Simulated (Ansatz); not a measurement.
`NBBr` + HCl → `ClBBr` + NH₃ at 400 K and 1 bar (ligand exchange at a B–N bond).

Program: Ansatz. Geometries: PBE0-D4/def2-TZVP. ΔE: electronic, gas phase. CCSD(T)/CBS adds triple-zeta CCSD(T) − MP2 to the extrapolated MP2 energy (def2 sets, frozen cores). This one scheme is used for every species. For Br outer-core shells are correlated without core-valence functions, which leaves a few kJ/mol of doubt a bond. Scalar relativity is left out up to krypton. One conformer a species, not always the lowest.

| species | CCSD(T)/CBS energy (Eh) | H − E (kJ/mol) | S (J/(mol·K)) |
| --- | --- | --- | --- |
| `NBBr` | -2654.70322 | 126.8 | 298.9 |
| HCl | -460.38127 | 29.6 | 195.4 |
| `ClBBr` | -3058.55678 | 55.3 | 301.3 |
| NH₃ | -56.50880 | 104.2 | 203.1 |

H − E and S are ideal-gas, rigid-rotor, harmonic terms from PBE0-D4/def2-TZVP, for one conformer and one mirror image of each species. 1 Eh = 2625.50 kJ/mol, R = 8.31446 J/(mol·K).

Problem. By hand: ΔE, ΔH, ΔS and ΔG.

Solution. ΔE = (-3058.55678) + (-56.50880) − (-2654.70322) − (-460.38127) = 0.01891 Eh = 49.6 kJ/mol. Δ(H − E) = 55.3 + 104.2 − 126.8 − 29.6 = 3.1, so ΔH = 52.7 kJ/mol. ΔS = 301.3 + 203.1 − 298.9 − 195.4 = 10.1 J/(mol·K). ΔG = 52.7 − 400 × (10.1)/1000 = 48.7 kJ/mol.

Problem. By hand: the equilibrium constant, and the temperature at which ΔG would vanish if ΔH and ΔS stayed fixed.

Solution. log₁₀ K = −ΔG/(RT ln 10) = -6.4. ΔG = 0 at ΔH/ΔS = 5218 K, far beyond where these terms or the molecules hold.

The number of gas molecules stays the same, so ΔS is small and ΔH decides. A doubt of 5 kJ/mol in ΔE shifts log₁₀ K by 0.7 here. Other conformers and mirror images would add mixing entropy, several J/(mol·K) or more a flexible species. These are equilibria of isolated gas molecules and say nothing of rates. Largest T1 diagnostic: 0.010 (customary marks: 0.02 for closed shells, 0.045 for open ones).
